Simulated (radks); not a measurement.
Results of a calculation; reference values are marked as such.
Q: These are the eigenvalues of the occupied orbitals of an atom or ion with whole-number occupations (Ry). Code: a radial shooting solver on a logarithmic mesh with Libxc functionals. Model: scalar-relativistic Kohn-Sham, PBE, spin-polarised, spherical densities, finite nucleus; Fermi nuclear charge, rms radius of each element as measured or else 0.836 A^(1/3) + 0.57 fm.

| orbital | eigenvalue |
|---|---|
| 1s up | -2345.061 |
| 1s down | -2344.816 |
| 2s up | -557.1206 |
| 2s down | -556.6848 |
| 3s up | -238.5126 |

Which element is it, and in what charge state? The configuration may be excited. Open shells, if any, are filled with parallel spins first.

A: Z = 49, indium, charge +44: In44+ in [He] 2s2 3s1. The list shows which subshells hold electrons but not how many an open one holds; the 1s level, -1172.5 hartree, gives Z - s = 48.4 by -(Z - s)^2/2, which with screening and relativity narrows Z to a few neighbours, and the depths of the outer levels then fix element, charge and occupations together.
